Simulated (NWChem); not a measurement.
Species: C4H3ClO; SMILES Clc1ccco1

All runs: NWChem. Geometry: optimised at PBE0/def2-SVP.

Task: Taking PBE/def2-TZVPP as the yardstick, which of these has the fewest basis functions while keeping “dipole (D)” within 0.05 D of it: PBE/def2-SVPD; PBE/def2-TZVP; PBE/def2-SVP?

Result: PBE/def2-TZVP.
| level | basis functions | dipole (D) | relative time (rough) |
|---|---|---|---|
| PBE/def2-SVP | 103 | 1.25 | 1 |
| PBE/def2-SVPD | 154 | 1.57 | 4 |
| PBE/def2-TZVP | 210 | 1.41 | 4 |
| PBE/def2-TZVPP | 239 | 1.39 | 5 |

The yardstick is one finite set, not the basis-set limit.
